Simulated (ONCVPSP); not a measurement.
**What one change does to a pseudopotential (iridium (Ir), ONCV)**

ONCVPSP 4.0.1 input, shortened (lines: element, Z, core and valence counts, functional; n l f; lmax; l rc ep ncon nbas qcut; lloc lpopt rc5 dvloc0; l nproj debl; icmod fcfact rcfact), BLYP, scalar-relativistic:

```
  Ir 77.00   11    3  -106131      upf
    1    0    2.00
    2    0    2.00
    2    1    6.00
    3    0    2.00
    3    1    6.00
    3    2   10.00
    4    0    2.00
    4    1    6.00
    4    2   10.00
    5    0    2.00
    5    1    6.00
    4    3   14.00
    5    2    7.50
    6    0    1.50
    3
    0    2.60    0.00    4    7    2.80
    1    2.30    0.19    4    7    3.60
    2    2.45    0.00    3    7    6.60
    3    0.95    0.00    3    8   18.40
    4    5    0.70    0.00
    0    2    3.30
    1    2    1.40
    2    2    2.90
    3    2    3.60
    0    0.00    0.00
```

All-electron outer shells of the reference configuration (BLYP, scalar-relativistic, ld1.x):

```
shell  level (eV)  outermost node (bohr)  outermost maximum (bohr)
   4f      -60.67                      –                      0.39
   5p      -53.34                   0.54                      1.01
   5d       -6.12                   0.59                      1.31
   6s       -5.89                   1.17                      2.41
```

Change: f: nproj 0; local potential the f channel.

Cutoffs: the cutoffs (Ha) at which the residual kinetic energy of the hardest occupied pseudo-wave falls to 1 and 0.1 mHa per electron; they do not see the model core or the augmentation charge, which bear on the density cutoff. Errors are all-electron minus pseudo energies relative to the spin-unpolarised reference configuration.

Predict the effect on cutoff, ghosts and configuration errors.

The potential gets neither clearly harder nor softer (145 Ha and 156 Ha → 145 Ha and 156 Ha); both files keep a bound ghost (p, s); the lowest positive-energy flag moves from p at 1.4 eV to d at 88.8 eV; the errors of the 4 common tests hardly move; the range in which the d phases agree narrows (upper end at the end of the scan → 2.8); the range in which the f phases agree narrows (upper end at the end of the scan → -0.7).

```tsv
quantity	base	changed
cutoff, loose	145 Ha	145 Ha
cutoff, tight	156 Ha	156 Ha
bound ghosts	s, p	s, p
GHOST(+) flags under 300 eV	p at 1.4 eV, d at 90.6 eV	d at 88.8 eV
error for 4f14 5d7 6s2, meV [ΔE 0.24 eV]	-2.6	-2.5
error for 4f14 5d7 6s1, meV [ΔE 10.09 eV]	+3.6	+4.1
error for 4f14 5d7 6s0, meV [ΔE 27.63 eV]	+33	+33
error for 4f14 5d6 6s0, meV [ΔE 58.08 eV]	+83	+83
s: phases at 2.64 bohr within 0.05 rad from the reference energy up to (Ha; the scan ends near 5)	n/a	n/a
p: phases at 2.33 bohr within 0.05 rad from the reference energy up to (Ha; the scan ends near 5)	4.3	4.3
d: phases at 2.49 bohr within 0.05 rad from the reference energy up to (Ha; the scan ends near 5)	to the end of the scan	2.8
f: phases at 0.97 bohr within 0.05 rad from the reference energy up to (Ha; the scan ends near 5)	to the end of the scan	-0.7
```

 A true bound ghost makes a file unfit for plane-wave use even where its test errors are small: the radial tests pick states by their node count and pass the ghost by.
